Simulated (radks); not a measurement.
All-electron atom: Ba I in [Xe] 6s2 (the NIST ground configuration). All-electron calculation, Dirac Kohn-Sham, exchange-only PBE, spin-unpolarised, spherical densities, point nucleus. Program: a radial shooting solver on a logarithmic mesh with Libxc functionals.

Normalised radial functions P(r) = r R(r) (large component), r in bohr:

r           5p3/2
0.004971   0.0079
0.006791   0.0139
0.009277   0.0238
0.01267    0.0398
0.01731    0.0641
0.02365    0.0980
0.03232    0.1392
0.04415    0.1768
0.05983    0.1876
0.08174    0.1391
0.1117     0.0086
0.1526    -0.1701
0.2084    -0.2759
0.2847    -0.1631
0.389      0.1586
0.5314     0.4120
0.726      0.2696
0.9918    -0.2392
1.355     -0.7127
1.851     -0.8110
2.509     -0.5720
3.427     -0.2623
4.682     -0.0761
6.397     -0.0125
8.739     -0.0010
11.94     0.0000
16.31     0.0000

5p3/2: eigenvalue -17.102 eV, 3 radial nodes at r = 0.113, 0.338, 0.869 bohr, <r> = 1.96 bohr, 90 % of the charge inside 2.88 bohr.
